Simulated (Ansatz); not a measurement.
Consider the ligand exchange at the Si–O bond: `O[SiH]1C=N1` + H–F → `F[SiH]1C=N1` + H₂O.

Calculated with Ansatz (gas phase, PBE0-D4/def2-TZVP geometries, no zero-point term in ΔE). CCSD(T)/CBS is the MP2 limit (def2-TZVPP, def2-QZVPP) plus CCSD(T) − MP2 in def2-TZVPP, frozen cores. This one scheme is used for every species. DFT in def2-TZVPP. B3LYP here is the variant with VWN-RPA as its local correlation; programs differ in this. Each species was taken in one conformer, which may not be the lowest.

| level | ΔE (eV) |
| --- | --- |
| PBE-D4 | -0.33 |
| B3LYP-D4 | -0.35 |
| r2SCAN0-D4 | -0.33 |
| CAM-B3LYP-D4 | -0.35 |
| BLYP | -0.39 |
| CAM-B3LYP | -0.37 |
| MP2/def2-TZVPP | -0.30 |
| SCS-MP2/def2-QZVPP | -0.33 |

(1) What does CCSD(T)/CBS give? (Estimate.)

Largest T1 diagnostic among the species: 0.014.

## Answers

(1) Computed: -0.33 eV. The listed levels differ from it by 0.00, -0.02, 0.00, -0.02, -0.06, -0.04, 0.03, 0.00 eV.

Leaving LDA and LC-ωPBE aside and taking each functional with its dispersion term where it has one, the values, not all of them listed here, spread over 0.08 eV, from B97M-V to PBE-QIDH. LDA lies +0.05 eV from PBE without D4. In def2-TZVPP, CCSD(T) changes the Hartree–Fock value by +0.06 eV (the triples alone add +0.01 eV) and MP2 by +0.08 eV.
